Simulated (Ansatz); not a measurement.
Gas-phase electronic energies from Ansatz, PBE0-D4/def2-TZVP geometries. CBS: MP2 limit from def2 TZ/QZ plus the TZ coupled-cluster correction, frozen cores. DFT in def2-TZVPP. HSE06 is defined as in plane-wave codes.

Consider the isomerisation: `FC1=N[SiH2]C1` → `FC1C=N[SiH2]1`.

`FC1=N[SiH2]C1`:

Cartesian coordinates in Å:
```
F 1.951 -0.766 -1.200
C 1.030 -0.254 -0.391
N 1.310 0.395 0.659
Si -0.442 0.577 0.921
C -0.435 -0.423 -0.688
H -0.955 -0.098 2.137
H -0.932 1.974 0.849
H -0.755 0.054 -1.614
H -0.771 -1.460 -0.673
```

`FC1C=N[SiH2]1`:

Cartesian coordinates in Å:
```
F -1.582 -0.814 1.037
C -0.862 0.069 0.264
C 0.367 0.665 0.920
N 1.399 0.566 0.166
Si 0.499 -0.491 -0.959
H -1.541 0.849 -0.095
H 0.376 1.151 1.903
H 0.457 -0.079 -2.387
H 0.888 -1.916 -0.849
```

(1) Is it downhill or uphill in electronic energy at CCSD(T)/CBS, and by how much? (Best estimate.)

(2) What do these levels give: PBE0-D4, r2SCANh-D4, HSE06-D4, ωB97M-V, B2PLYP, r2SCAN0, CAM-B3LYP, RPA@PBE/def2-TZVPP, MP2/def2-SVP, CCSD/def2-SVP, CCSD(T)/def2-TZVPP, HF/def2-QZVPP? (Best estimate.)

(3) What do rigid-rotor, harmonic-oscillator terms from PBE0-D4/def2-TZVP frequencies (298.15 K, 1 bar) make of the CCSD(T)/CBS value? (Estimate.)

Largest T1 diagnostic among the species: 0.013.

Answers

(1) Computed: Uphill: ΔE = +85.6 kJ/mol.

(2) The calculation gave: PBE0-D4 92.8, r2SCANh-D4 97.1, HSE06-D4 92.8, ωB97M-V 90.0, B2PLYP 87.9, r2SCAN0 97.3, CAM-B3LYP 87.9, RPA@PBE/def2-TZVPP 80.1, MP2/def2-SVP 98.1, CCSD/def2-SVP 88.2, CCSD(T)/def2-TZVPP 87.2, HF/def2-QZVPP 84.4 kJ/mol.

(3) The calculation gave: ΔZPE = -0.9 kJ/mol, ΔH = +85.1 kJ/mol, ΔS = 3 J/(mol·K), ΔG = +84.3 kJ/mol.

Leaving LDA and LC-ωPBE aside and taking each functional with its dispersion term where it has one, the values, not all of them listed here, spread over 14.8 kJ/mol, from BLYP-D4 to r2SCAN0-D4. LDA lies +10.0 kJ/mol from PBE without D4. At CCSD(T), def2-SVP lies +3.6 kJ/mol from the extrapolated value and def2-TZVPP +1.5 kJ/mol.
